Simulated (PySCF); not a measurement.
Screening by computed properties: pick the candidate that meets the target.

Each SMILES stands for a single optimised conformer of the isolated species, non-relativistic unless stated; the electronic structure was computed with PySCF and density fitting.

Dipoles, sizes and rotational constants follow the conformer. The torsions of the flexible species, by atom-mapped SMILES:
- `[CH:1]#[C:2][C@H:3]([CH3:4])[CH:5]=[O:6]`: C2–C3–C5–O6 -114°
- `[CH2:1]=[C:2]([Cl:3])[CH2:4][C@H:5]([C:6]#[N:7])[S:8][CH3:9]`: C1–C2–C4–C5 109°, C2–C4–C5–C6 -65°, C4–C5–S8–C9 70°
- `[CH:1]#[C:2][SiH2:3][Si@H:4]1[CH2:5][C@H:6]([CH2:7][OH:8])[CH2:9]1`: C2–Si3–Si4–C5 70°, C5–C6–C7–O8 178°, H–O8–C7–C6 52°

Task: Wanted: HOMO–LUMO gap above 6.7 eV (PBE0/pcSseg-1) and smallest rotational constant below 2.5 GHz (GFN2-xTB), at GFN2-xTB geometries. Which candidate meets both?
A. `CS[C@@H](C#N)CC(=C)Cl`
B. `C#C[SiH2][Si@H]1C[C@H](CO)C1`
C. `F/C=C\Cl`
D. `C[C@@H](C#C)C=O`

Result: B. Computed values:
| species | HOMO–LUMO gap | smallest rotational constant |
| --- | --- | --- |
| CS[C@@H](C#N)CC(=C)Cl | 6.37 eV | 0.598 GHz |
| C[C@@H](C#C)C=O | 6.51 eV | 1.972 GHz |
| C#C[SiH2][Si@H]1C[C@H](CO)C1 | 6.86 eV | 0.435 GHz |
| F/C=C\Cl | 7.48 eV | 3.017 GHz |
